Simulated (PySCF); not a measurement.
Point-charge models of `N#CC[C@H](CCl)[SiH2]CCl` against its computed dipole.

Coordinates (GFN2-xTB, Å) and charges (e) from the PBE0/pcSseg-1 density (PySCF):

```
atom       x       y       z  Mulliken      IAO  Hirshfeld  ESP-fitted
  N1   3.133   1.838   0.828   -0.2406  -0.2492    -0.2273     -0.4992
  C2   2.127   1.528   0.385   +0.0629  +0.1363    +0.0882     +0.4776
  C3   0.855   1.111  -0.148   -0.1624  -0.2926    -0.0470     -0.5336
  C4   0.460  -0.271   0.397   -0.5991  -0.3674    -0.1073     +0.1026
  C5   1.518  -1.288  -0.001   -0.1444  -0.2365    -0.0329     -0.5740
 Cl6   0.968  -2.920   0.436   -0.1413  -0.0893    -0.0260     -0.0928
 Si7  -1.265  -0.876  -0.195   +0.7097  +0.7504    +0.3175     +0.4399
  C8  -2.461   0.616  -0.298   -0.5191  -0.5316    -0.1258     -0.5795
 Cl9  -2.066   1.617  -1.725   -0.1663  -0.1073    -0.0507     -0.1155
 H10   0.110   1.859   0.131   +0.1883  +0.1832    +0.0578     +0.2079
 H11   0.922   1.090  -1.239   +0.1794  +0.1799    +0.0584     +0.2067
 H12   0.452  -0.210   1.491   +0.1714  +0.1564    +0.0427     +0.1052
 H13   1.676  -1.292  -1.081   +0.1652  +0.1597    +0.0494     +0.2444
 H14   2.470  -1.119   0.503   +0.1936  +0.1746    +0.0501     +0.2790
 H15  -1.838  -1.795   0.789   -0.0417  -0.1064    -0.0756     -0.0902
 H16  -1.152  -1.440  -1.539   -0.0213  -0.1059    -0.0721     -0.0567
 H17  -2.429   1.275   0.567   +0.1783  +0.1682    +0.0490     +0.2214
 H18  -3.487   0.285  -0.432   +0.1875  +0.1775    +0.0516     +0.2567
```

Form Σ q r in debye for every column and set it beside the full dipole.

The full density gives (-3.13, -0.82, -0.17) D, 3.24 D in size; dipole vectors point from the negative to the positive end.

```csv
scheme,μx,μy,μz,size (D),share of the full size (%),angle to the full dipole (°)
Mulliken,-3.04,-2.45,-0.72,3.98,123,25
IAO,-2.54,-1.72,-0.24,3.08,95,19
Hirshfeld,-2.25,-1.28,-0.53,2.64,82,17
ESP-fitted,-3.13,-0.80,-0.14,3.24,100,1
```

Which set comes closest?

Length of the difference vector: ESP-fitted 0.04 D, Hirshfeld 1.06 D, IAO 1.08 D, Mulliken 1.73 D. Closest: ESP-fitted. 

What is left for the Hirshfeld atoms' own dipoles?

The shares of the density sum to the whole, so what Σ q r misses lies in dipoles about the nuclei. The atomic dipoles sum to (-3.13, -0.82, -0.17) − (-2.25, -1.28, -0.53) = (-0.88, 0.46, 0.36) D, 1.06 D in size.

With the origin at the mean of the coordinates, (0.000, 0.000, -0.063) Å, which are the largest single terms, by size, of the ESP-fitted dipole along the direction of the full one?

N1 +8.49, C8 -6.22, C2 -5.65, H18 +4.09, C5 +3.15 D; all 18 atoms together +3.24 D. The single terms depend on the origin, their sum doesn't.

Give the size of the full dipole in other units.

3.24 D = 1.273 au = 0.674 e·Å = 10.80 × 10⁻³⁰ C·m.

The structure is a single GFN2-xTB conformer in the gas phase; no vibrational or solvent corrections.

These values come from a run that also computed NMR shieldings. Time: 86 s wall; peak memory 1.1 GiB. Hardware: one thread of an Arm Neoverse N1, no GPU, shared host with 64 logical CPUs at a one-minute load of 61.

Shape of the structure used: `[N:1]#[C:2][CH2:3][C@H:4]([CH2:5][Cl:6])[SiH2:7][CH2:8][Cl:9]`: C2–C3–C4–C5 -60°, C3–C4–C5–Cl6 -173°, C3–C4–Si7–C8 -37°, C4–Si7–C8–Cl9 74°.
